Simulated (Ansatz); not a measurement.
Stepwise reaction of `[SH][In]([SH])[SH]` with hydrogen fluoride, as a gas-phase model of exchange steps in deposition or etching. ΔE in kJ/mol; ΔG adds harmonic PBE0-D4 terms to CCSD(T)/CBS, at 1 bar.

Isolated molecules relaxed with PBE0-D4/def2-TZVP in Ansatz; ΔE leaves out vibrations. CBS: MP2 limit from def2 TZ/QZ plus the TZ coupled-cluster correction, frozen cores. This one scheme is used for every species. Functionals use def2-TZVPP. B3LYP here is the variant with VWN-RPA as its local correlation; programs differ in this. Elements past krypton have def2 core potentials. For In outer-core shells are correlated without core-valence functions, which leaves a few kJ/mol of doubt a bond. One conformer a species, not always the lowest.

| step | reaction | PBE-D4 | B3LYP-D4 | ωB97M-V | CCSD(T)/CBS | ΔG(500 K) |
| --- | --- | --- | --- | --- | --- | --- |
| 1 | `[SH][In]([SH])[SH]` + H–F → `[F][In]([SH])[SH]` + H₂S | 29.5 | 26.0 | 27.2 | 34.4 | 20.3 |
| 2 | `[F][In]([SH])[SH]` + H–F → `[F][In]([F])[SH]` + H₂S | 40.5 | 36.9 | 37.7 | 44.2 | 33.6 |
| 3 | `[F][In]([F])[SH]` + H–F → `[F][In]([F])[F]` + H₂S | 56.9 | 54.2 | 53.5 | 58.9 | 55.4 |

Problem. By hand: ΔE of the 3 steps together at CCSD(T)/CBS.

Solution. (34.4) + (44.2) + (58.9) = 137.5 kJ/mol, or 45.8 kJ/mol a step.

In ΔE each step is higher than the one before. All are uphill at CCSD(T)/CBS. ΔG lies between 20.3 and 55.4 kJ/mol a step. PBE-D4 differs from CCSD(T)/CBS by -4.9 to -2.0 kJ/mol a step. Isolated molecules leave out the surface, adducts and barriers. Largest T1 diagnostic: 0.018.
